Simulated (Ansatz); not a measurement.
SnSe₂⁻. Charge -1, multiplicity 2. Geometry r2SCAN-D4/def2-TZVPD.

```xyz
3

Sn   -0.4045   -0.1950   -0.5231
Se   -0.7675   -1.3909    1.5663
Se    1.1720    1.5859   -1.0433
```

In the def2 sets Sn takes a core potential; there is no spin–orbit coupling. The structure comes from a short search, and lower isomers may exist.

Q: Estimate the α-spin orbital energies around the gap (eV) in Ansatz with PBE-D4/def2-SVPD, PBE-D4/def2-TZVPD, PBE0-D4/def2-SVPD, r2SCAN0-D4/def2-TZVPD, CAM-B3LYP-D4/def2-TZVPD.

A: 
```tsv
orbital	PBE-D4/def2-SVPD	PBE-D4/def2-TZVPD	PBE0-D4/def2-SVPD	r2SCAN0-D4/def2-TZVPD	CAM-B3LYP-D4/def2-TZVPD
HOMO−5	-3.19	-3.11	-4.33	-4.45	-5.42
HOMO−4	-2.05	-2.03	-3.16	-3.34	-4.39
HOMO−3	-1.99	-1.98	-3.02	-3.18	-4.21
HOMO−2	-1.26	-1.24	-2.20	-2.34	-3.29
HOMO−1	-1.14	-1.14	-2.15	-2.30	-3.29
HOMO	-0.57	-0.54	-1.51	-1.70	-2.57
LUMO	1.41	1.40	1.96	1.94	2.82
LUMO+1	2.68	2.52	3.28	3.23	3.38
LUMO+2	3.25	2.82	3.70	3.49	3.53
LUMO+3	3.32	2.91	3.82	3.69	3.87
LUMO+4	3.91	3.38	4.37	4.07	4.08
LUMO+5	4.09	3.39	4.54	4.09	4.32
β HOMO	-0.96	-0.96	-1.87	-2.02	-2.96
β LUMO	0.02	0.05	0.66	0.82	1.49
```
